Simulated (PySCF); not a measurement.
# Gas-phase XPS of `C=C[SiH2]N[SiH3]`, computed

Compound: C2H9NSi2.
Geometry (GFN2-xTB, Å), atoms numbered from 1 in this order:
```
atom  x, y, z in Å
C1    -2.5138   -0.3915    0.1179
C2    -1.8848    0.2781   -0.8343
Si3   -0.0177    0.4498   -1.0109
N4     0.7075    0.0194    0.5012
Si5    2.3770   -0.2620    0.8599
H6    -3.5901   -0.4726    0.1650
H7    -1.9734   -0.8982    0.9022
H8    -2.4818    0.7618   -1.5984
H9     0.2946    1.8376   -1.3920
H10    0.5122   -0.4724   -2.0187
H11    0.1275    0.1952    1.3060
H12    3.1629    0.9764    0.7962
H13    2.8808   -1.2164   -0.1248
H14    2.3986   -0.8055    2.2191
```

The calculation used delta-SCF UKS SCAN, pcX-2 on the ionised atom, pcseg-1 elsewhere, spin-free X2C (PySCF 2.14.0). Vertical ΔSCF values, vacuum level as zero.

Q: What binding energy does each computed site have?

A: 
```csv
atom(s),environment,level,binding energy (eV),2p1/2 (eV),above the level's lowest (eV),count
Si5,SiH3 silicon,Si 1s,1846.72,–,+0.19,1
Si3,SiH2 silicon,Si 1s,1846.53,–,0.00,1
N4,nitrogen bridging silicon atoms,N 1s,403.99,–,0.00,1
C1,terminal =CH2 carbon,C 1s,290.44,–,+0.36,1
C2,alkene CH carbon,C 1s,290.08,–,0.00,1
Si5,SiH3 silicon,Si 2p3/2,106.92,107.54,+0.24,1
Si3,SiH2 silicon,Si 2p3/2,106.68,107.30,0.00,1
```

The listed C 1s values span 0.36 eV, from C2 (bonded to C (double bond), H and Si) to C1 (bonded to C (double bond) and 2 H).

The 2 Si 1s values lie within 0.19 eV of each other; Gaussian lines of 0.5 eV full width would blend them into one maximum.

The 2 Si 2p3/2 values lie within 0.24 eV of each other.

Q: Which photon energy gives electrons from Si 1s of Si3 a kinetic energy of 20 eV, and what is their de Broglie wavelength?

A: hν = 1846.53 + 20 = 1866.53 eV, recoil neglected; λ = 12.264 Å/√(E/eV) = 2.74 Å.

Q: Express the binding energy of Si 1s of Si3 in atomic units and per mole.

A: 1846.53 eV = 67.8587 Eh = 178163 kJ/mol.

For 2p shells one spin-free hole was relaxed; a mean-field spin–orbit operator and the ground-state splitting of the three 2p orbitals were then diagonalised within the shell. The shell's mean is (2 × 2p3/2 + 2p1/2)/3, and the degeneracies 2j + 1 give areas of 2:1. 2p1/2 minus 2p3/2 (ligand field included): Si 0.62 eV. The structure is a single GFN2-xTB conformer in the gas phase; no vibrational or solvent corrections.
